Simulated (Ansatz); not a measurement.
Ansatz (a program for electronic structure) input (PBE/6-31G*):

Ansatz 0.2 input:
```yaml
crystal:
  periodic: [false, false, false]
  atoms:
    - {symbol: C, position_ang: [-1.04362215, 0.14891845, -0.14969924]}
    - {symbol: S, position_ang: [0.55418527, -0.01630678, 0.03077809]}
    - {symbol: H, position_ang: [-1.39596080, 0.95534934, -0.78706621]}
    - {symbol: H, position_ang: [-1.76903875, -0.49975121, 0.32998966]}
    - {symbol: H, position_ang: [0.55976817, -1.08820041, 0.86282249]}
basis:
  gaussian:
    orbitals: 6-31G*
hamiltonian:
  xc: {name: PBE}
total_charge: 1
relax: {f_tol: 0.003, max_steps: 120}
```

From the last part of the output:

```
relax step   3: F+E_penalty+E_count = -11905.36091034 eV  Δ(F+E_penalty+E_count) = -3.060e-3 eV  max|allowed force component| = 4.653e-2 eV/Å  Δτ_max = 0.0076 Å  (28 SCF iters, accepted)
these checks for a lower state are left out or cut short: starts, cluster_reference, orbital_swaps, neighbouring_geometries, increment
integrals: 0.01 GiB planned
513 factors; their error is unknown
mean field: 0.07 GiB planned
mean field -11905.36094678 eV, -437.5139450508 hartree, gradient 6.5e-5 eV, S^2 0.000000; 0 other end points of the search recorded, 0 dependent functions left out
the calculation of the forces begins
reference -11905.36096781 eV, -437.5139458234 hartree; 12, 12 occupied and 28, 28 virtual orbitals, 513 factors
relax step   4: F+E_penalty+E_count = -11905.36094678 eV  Δ(F+E_penalty+E_count) = -3.644e-5 eV  max|allowed force component| = 1.515e-2 eV/Å  Δτ_max = 0.0011 Å  (18 SCF iters, accepted)
these checks for a lower state are left out or cut short: starts, cluster_reference, orbital_swaps, neighbouring_geometries, increment
integrals: 0.01 GiB planned
513 factors; their error is unknown
mean field: 0.07 GiB planned
mean field -11905.36095304 eV, -437.5139452806 hartree, gradient 6.1e-5 eV, S^2 0.000000; 0 other end points of the search recorded, 0 dependent functions left out
the calculation of the forces begins
reference -11905.36097406 eV, -437.5139460530 hartree; 12, 12 occupied and 28, 28 virtual orbitals, 513 factors
relax step   5: F+E_penalty+E_count = -11905.36095304 eV  Δ(F+E_penalty+E_count) = -6.253e-6 eV  max|allowed force component| = 2.259e-3 eV/Å  Δτ_max = 0.0009 Å  (19 SCF iters, accepted)
integrals: 0.01 GiB planned
513 factors; their error is unknown
mean field: 0.07 GiB planned
mean field -11905.36095304 eV, -437.5139452806 hartree, gradient 6.1e-5 eV, S^2 0.000000; 1 other end points of the search recorded, 0 dependent functions left out
the calculation of the forces begins
reference -11905.36097406 eV, -437.5139460530 hartree; 12, 12 occupied and 28, 28 virtual orbitals, 513 factors
Total energy: -11905.36097406 eV, -437.5139460530 hartree
Atom 0 at    -1.049636     0.150372    -0.151024 Å, force     0.002259    -0.001827     0.001492 eV/Å
Atom 1 at     0.570138    -0.015281     0.030504 Å, force     0.000590     0.000220    -0.000152 eV/Å
Atom 2 at    -1.402344     0.966737    -0.796112 Å, force    -0.000526     0.000392    -0.000321 eV/Å
Atom 3 at    -1.785284    -0.504764     0.333349 Å, force    -0.001457     0.000287    -0.000270 eV/Å
Atom 4 at     0.572457    -1.097054     0.870109 Å, force    -0.000867     0.000928    -0.000748 eV/Å
Dipole moment:    -0.331734    -0.150638     0.106057 e Å
```

The dipole moment of an ion depends on the origin.

The geometry given is a B3LYP-D3(BJ)/def2-TZVP minimum.
